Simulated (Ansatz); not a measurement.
Computed with Ansatz on PBE0-D4/def2-TZVP structures; ΔE is electronic, products minus reactants. CBS: MP2 limit from def2 TZ/QZ plus the TZ coupled-cluster correction, frozen cores. DFT in def2-TZVPP. B3LYP here is the variant with VWN-RPA as its local correlation; programs differ in this. def2 core potentials past Kr. For Se, Zr outer-core shells are correlated without core-valence functions, which leaves a few kJ/mol of doubt a bond. Scalar relativity is left out up to krypton. Each species was taken in one conformer, which may not be the lowest.

Consider the redistribution: `NB[SiH2][SeH]` + `[F][Zr]([F])([F])[Cl]` → `NB[SiH2]Cl` + `[F][Zr]([F])([F])[SeH]`.

Task: Is it downhill or uphill in electronic energy at CCSD(T)/CBS, and by how much? (An estimate is asked.)

Result: Computed: Uphill: ΔE = +7.6 kcal/mol.

Task: What do these levels give: r2SCAN-D4, PBE0-D4, ωB97X-V, ωB97M-V, B2PLYP, r2SCAN, B3LYP, MP2/def2-TZVPP, SCS-MP2/def2-TZVPP, CCSD/def2-TZVPP, HF/def2-QZVPP, MP2/CBS(def2)? (An estimate is asked.)

Result: The calculation gave: r2SCAN-D4 8.3, PBE0-D4 8.3, ωB97X-V 8.2, ωB97M-V 7.8, B2PLYP 7.4, r2SCAN 8.2, B3LYP 7.5, MP2/def2-TZVPP 7.3, SCS-MP2/def2-TZVPP 7.2, CCSD/def2-TZVPP 7.4, HF/def2-QZVPP 7.6, MP2/CBS(def2) 7.5 kcal/mol.

Largest T1 diagnostic among the species: 0.017.
